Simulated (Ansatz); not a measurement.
Basis-set extrapolation for AlBH$_{6}$N$_{2}$, SMILES `N[B](N)[AlH2]` (PBE0-D4/def2-TZVP geometry, frozen core, the Gaussian-basis code of Ansatz). Multiplicity 1, RHF reference.

```csv
,def2-TZVPP,def2-QZVPP
HF,-379.116277,-379.130285
MP2 correlation,-0.609283,-0.652514
CCSD(T) correlation,-0.672145,not run
```

Energies in hartree. Use E(X) = E(∞) + A·exp(−7.88·√X) for Hartree–Fock and E(X) = E(∞) + B·X^(−2.97) for correlation, with X = 3 and 4, and add CCSD(T) minus MP2 of the smaller set to the MP2 limit.

What is the CCSD(T) energy at the basis-set limit?

HF limit: -379.130285 + (-0.014008) × 0.13774 = -379.13221. MP2 limit: -0.652514 + (-0.043231) × 0.74074 = -0.68454. Higher-order term: -0.672145 − (-0.609283) = -0.06286. Total: -379.87961 hartree, 2.48 eV below CCSD(T)/def2-TZVPP.
